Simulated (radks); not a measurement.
The numbers below are computed, except where a source is named.
Ionisation of neutral chromium, [Ar] 3d5 4s1, to [Ar] 3d5 as the strength of local exchange is varied. Code: a radial shooting solver on a logarithmic mesh with Libxc functionals. Model: scalar-relativistic Kohn-Sham, Slater X-alpha exchange (alpha = 2/3 is LDA exchange), no correlation, spin-polarised, spherical densities, finite nucleus; open shells are filled with parallel spins first; Fermi nuclear charge, rms radius 3.6452 fm.

alpha  E(Cr) (hartree)  exchange (hartree)  IE (eV)  -e of the level emptied (eV)  <r> of it (bohr)
0.575      -1040.59047           -38.35954    6.671                    3.762 (4s)             3.418
0.619      -1043.53193           -41.42212    6.901                    3.975 (4s)             3.378
0.667      -1046.75111           -44.78344    7.157                    4.217 (4s)             3.334
0.797      -1055.52356           -53.99281    7.874                    4.915 (4s)             3.218
0.866      -1060.21152           -58.94316    8.268                    5.310 (4s)             3.157
x          -1070.34081           -69.70532    9.143                    6.209 (4s)             3.033

Which alpha was used in the last row?

Answer. alpha = 1.014. NIST Atomic Spectra Database: 6.767 eV (measured). The Delta-SCF value meets it near alpha = 0.59. Open shells are spherical and high-spin; term and fine-structure splittings are not resolved.
